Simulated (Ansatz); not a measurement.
`[BH2][SnH2][C]#C` + `OB[SiH3]` → `BOB[SiH3]` + `C#[C][SnH3]` at 298.15 K and 1 bar (cleavage of the B–Sn bond).

Gas-phase electronic energies from Ansatz, PBE0-D4/def2-TZVP geometries. CBS: MP2 limit from def2 TZ/QZ plus the TZ coupled-cluster correction, frozen cores. def2 core potentials past Kr. For Sn outer-core shells are correlated without core-valence functions, which leaves a few kJ/mol of doubt a bond. One conformer a species, not always the lowest.

```
           species  CCSD(T)/CBS energy (Eh)  H − E (kJ/mol)  S (J/(mol·K))
`[BH2][SnH2][C]#C`               -317.81248           156.6          351.5
        `OB[SiH3]`               -392.07510           152.2          296.1
       `BOB[SiH3]`               -417.48760           184.9          337.9
     `C#[C][SnH3]`               -292.44374           117.6          294.8
```

H − E and S are ideal-gas, rigid-rotor, harmonic terms from PBE0-D4/def2-TZVP, for one conformer and one mirror image of each species. 1 Eh = 2625.50 kJ/mol, R = 8.31446 J/(mol·K).

By hand: ΔE, ΔH, ΔS and ΔG.

ΔE = (-417.48760) + (-292.44374) − (-317.81248) − (-392.07510) = -0.04376 Eh = -114.9 kJ/mol. Δ(H − E) = 184.9 + 117.6 − 156.6 − 152.2 = -6.3, so ΔH = -121.2 kJ/mol. ΔS = 337.9 + 294.8 − 351.5 − 296.1 = -14.9 J/(mol·K). ΔG = -121.2 − 298.15 × (-14.9)/1000 = -116.8 kJ/mol.

By hand: the equilibrium constant, and the temperature at which ΔG would vanish if ΔH and ΔS stayed fixed.

log₁₀ K = −ΔG/(RT ln 10) = 20.5. ΔG = 0 at ΔH/ΔS = 8134 K, far beyond where these terms or the molecules hold.

The number of gas molecules stays the same, so ΔS is small and ΔH decides. A doubt of 5 kJ/mol in ΔE shifts log₁₀ K by 0.9 here. Other conformers and mirror images would add mixing entropy, several J/(mol·K) or more a flexible species. Modes under 60 cm⁻¹, often nearly free rotors, make the harmonic entropy too high. These are equilibria of isolated gas molecules and say nothing of rates. Largest T1 diagnostic: 0.014 (customary marks: 0.02 for closed shells, 0.045 for open ones).
